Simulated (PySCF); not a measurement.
**NdH: frontier orbitals**

r²SCAN at R = 2.127 Å; basis Nd x2c-TZVPPall, H x2c-TZVPPall; spin-free X2C with a Gaussian nucleus; PySCF 2.14. State: sextet, about 3.9 electrons in the 4f shell (Mulliken), real f orbitals that mix terms. Only the outer orbitals are listed, counted within each symmetry.

```tsv
spin	orbital	occ.	ε (eV)	on Nd (%)	main shells (%)
α	12σ	1	-5.34	36	63 H s, 18 Nd s, 13 Nd d
α	13σ	1	-3.29	98	66 Nd s, 14 Nd d, 10 Nd f
α	14σ	1	-3.06	99	84 Nd f, 11 Nd d
α	1φ	1	-2.70	100	100 Nd f
α	3δ	1	-2.19	100	96 Nd f
α	3δ	1	-2.19	100	96 Nd f
α	4δ	0	-1.73	100	96 Nd d
α	4δ	0	-1.73	100	96 Nd d
α	7π	0	-1.58	100	63 Nd d, 37 Nd p
β	6π	1	-20.88	100	100 Nd p
β	6π	1	-20.88	100	100 Nd p
β	11σ	1	-20.84	99	99 Nd p
β	12σ	1	-5.06	32	68 H s, 15 Nd d, 13 Nd s
β	13σ	0	-1.51	98	73 Nd s, 12 Nd p, 12 Nd d
β	7π	0	-0.42	100	78 Nd d, 22 Nd p
β	7π	0	-0.42	100	78 Nd d, 22 Nd p
```

Question: Which are the highest filled and the lowest empty level, where do they sit, and how wide is the gap?

Answer: Highest filled α 3δ at -2.19 eV (in %: 96 Nd f); lowest empty α 4δ at -1.73 eV (in %: 96 Nd d); the gap at r²SCAN is 0.46 eV.

The bond order (Mayer) is 0.88 and the ⟨S²⟩ is 8.756. The charge on Nd (Mulliken, basis-dependent) is 0.36. The charge on Nd (Löwdin, basis-dependent) is 0.25 and the dipole moment (positive dipole means Nd(−)H(+)) is -3.38 D.

Spin–orbit coupling is left out. The state is the lowest single determinant that the PBE0 search found; with open d or f shells the true ground state can be another one.
